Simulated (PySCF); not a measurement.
Species: C5H4F4O2.
Geometry (PBE0-D3(BJ)/def2-SVP, Å), atoms numbered from 1 in this order:
```
atom  x, y, z in Å
F1    -0.9832    0.3733    2.3865
C2    -0.8476    0.1881    1.0820
C3     0.2469   -0.2496    0.4387
O4     1.4283   -0.6002    0.9455
C5     2.5468   -0.3486    0.1706
F6     3.5700   -0.8803    0.8205
F7     2.7352    0.9727    0.0690
O8     0.0965   -0.3616   -0.8959
C9    -1.1831    0.2080   -1.1932
C10   -1.9658    0.2730    0.1152
F11   -2.8425   -0.7949    0.2291
H12    2.4595   -0.7795   -0.8387
H13   -1.0190    1.2159   -1.6045
H14   -1.6887   -0.4252   -1.9331
H15   -2.5727    1.1886    0.2020
```

Computed with PySCF at wB97X-D/def2-SVPD, non-relativistic, on one gas-phase PBE0-D3(BJ)/def2-SVP geometry that isn't relaxed in the solvent. The solvent is an IEF-PCM continuum (Bondi radii, 1.10 Å for H, scaled by 1.2), and excitations are vertical TDDFT with non-equilibrium linear response and a frozen core. The model holds no explicit solvent molecules, cavitation or dispersion.

Gas-phase singlets (H = HOMO, L = LUMO):

```
state  E (eV)  λ (nm)      f           leading configurations
   S1   6.519     190  0.259                          H→L 90%
   S2   6.741     184  0.022             H→L+1 51%, H→L+2 37%
   S3   6.995     177  0.005             H→L+2 42%, H→L+1 30%
   S4   7.683     161  0.020    H→L+3 77%, H→L+4 9%, H→L+5 8%
   S5   8.239     150  0.001  H→L+4 32%, H→L+5 29%, H→L+6 10%
```

**Question.** Give the list for chloroform (ε = 4.711), n² = 2.09.

**Answer.** 
```tsv
state	E (eV)	λ (nm)	f	leading configurations	change by rank (eV)
S1	6.463	192	0.315	H→L 93%	-0.056
S2	6.668	186	0.039	H→L+1 56%, H→L+2 32%	-0.073
S3	7.106	174	0.004	H→L+2 48%, H→L+1 29%	+0.111
S4	7.852	158	0.014	H→L+3 62%, H→L+4 25%	+0.169
S5	8.376	148	0.002	H→L+4 54%, H→L+5 20%, H→L+3 12%	+0.137
```

**Question.** The ground-state energy changes by -0.207 eV from gas to chloroform. By how much does the total energy of gas-phase S1 change?

**Answer.** E(S1) = E(S0) + excitation energy, so it changes by -0.207 − 0.056 = -0.263 eV: it is lowered more than the ground state, which is what a red shift means. This is the vertical state, with the slow part of the continuum still set for S0.

**Question.** How do the frontier levels move from gas to chloroform?

**Answer.** 
```
orbital  gas (eV)  solvent (eV)  change (eV)                    Löwdin shares, gas                Löwdin shares, solvent
 LUMO+2      2.55          2.63        +0.08    C2 19 %, F1 16 %, O8 12 %, O4 12 %    F1 19 %, O8 18 %, C2 14 %, O4 12 %
 LUMO+1      2.04          2.27        +0.23    O8 15 %, C9 15 %, C3 11 %, C5 10 %    C5 14 %, C3 13 %, C2 12 %, O8 10 %
   LUMO      1.80          1.97        +0.17   C3 24 %, C2 16 %, C10 13 %, F11 8 %   C3 27 %, C2 17 %, C10 12 %, F11 9 %
   HOMO     -8.89         -8.77        +0.12    C2 31 %, C3 19 %, O8 18 %, F1 13 %    C2 31 %, C3 19 %, O8 18 %, F1 13 %
 HOMO-1    -11.72        -11.54        +0.18   F11 18 %, O8 17 %, O4 14 %, C9 12 %   O8 19 %, F11 16 %, O4 15 %, C9 13 %
 HOMO-2    -12.35        -12.12        +0.23  O8 24 %, F11 16 %, C9 16 %, C10 11 %  O8 24 %, C9 18 %, F11 12 %, C10 11 %
 HOMO-3    -12.43        -12.28        +0.15  F11 35 %, C10 16 %, O8 10 %, H15 8 %  F11 37 %, C10 18 %, H15 10 %, O8 8 %
```

The HOMO–LUMO gap goes from 10.69 to 10.74 eV. Rows go by rank; for LUMO and LUMO+1 the atom shares or the degeneracy differ between the runs, so the row needn't follow one orbital.

On one thread, Arm Neoverse V1 (aarch64) (shared host), this took 71 s wall and 1.4 GiB of memory at its peak. This is the whole response run at wB97X-D/def2-SVPD in chloroform, SCF included.

The pairwise dispersion term of wB97X-D wasn't added to the energies; at a given geometry it leaves orbitals and properties as they are.
